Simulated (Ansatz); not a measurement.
Consider the redistribution: `[F][Ge]([Cl])([Cl])[Cl]` + `[F][Hf]([F])([F])[I]` → `[F][Ge]([Cl])([Cl])[I]` + `[F][Hf]([F])([F])[Cl]`.

Isolated molecules relaxed with PBE0-D4/def2-TZVP in Ansatz; ΔE leaves out vibrations. CCSD(T)/CBS is the MP2 limit (def2-TZVPP, def2-QZVPP) plus CCSD(T) − MP2 in def2-TZVPP, frozen cores. DFT in def2-TZVPP. def2 core potentials past Kr. For Ge, Hf, I outer-core shells are correlated without core-valence functions, which leaves a few kJ/mol of doubt a bond. Scalar relativity is left out up to krypton.

`[F][Ge]([Cl])([Cl])[Cl]`:

Z-matrix (Å, degrees):
```
Ge
F 1 1.711
Cl 1 2.106 2 107.7
Cl 1 2.106 2 107.7 3 120.0
Cl 1 2.106 2 107.7 3 -120.0
```

`[F][Hf]([F])([F])[I]`:

Cartesian coordinates in Å:
```
F -1.416 0.941 0.945
Hf -0.124 -0.079 0.018
F 0.231 -1.645 1.011
F -0.839 -0.576 -1.657
I 2.148 1.360 -0.317
```

`[F][Ge]([Cl])([Cl])[I]`:

Z-matrix (Å, degrees):
```
Ge
F 1 1.717
Cl 1 2.116 2 106.6
I 1 2.466 2 108.6 3 121.3
Cl 1 2.116 2 106.6 3 -117.4
```

`[F][Hf]([F])([F])[Cl]`:

Z-matrix (Å, degrees):
```
Hf
F 1 1.891
F 1 1.891 2 108.8
Cl 1 2.339 2 110.1 3 120.8
F 1 1.891 2 108.8 3 -118.5
```

```json
{"species": "`[F][Ge]([Cl])([Cl])[Cl]`", "LDA (SPW92) energy (Eh)": "-3549.47054"}
{"species": "`[F][Hf]([F])([F])[I]`", "LDA (SPW92) energy (Eh)": "-643.31665"}
{"species": "`[F][Ge]([Cl])([Cl])[I]`", "LDA (SPW92) energy (Eh)": "-3388.03558"}
{"species": "`[F][Hf]([F])([F])[Cl]`", "LDA (SPW92) energy (Eh)": "-804.76068"}
```

(1) Work out ΔE.

Largest T1 diagnostic among the species: 0.016.

## Answers

(1) ΔE = (-3388.03558) + (-804.76068) − (-3549.47054) − (-643.31665) = -0.00907 Eh = -23.8 kJ/mol. CCSD(T)/CBS gives -24.3 kJ/mol.

From PBE to PBE0 (25 % exact exchange), in def2-TZVPP and without D4, ΔE moves by +3.4 kJ/mol. Leaving LDA and LC-ωPBE aside and taking each functional with its dispersion term where it has one, the values, not all of them listed here, spread over 13.7 kJ/mol, from BLYP-D4 to PBE-QIDH.
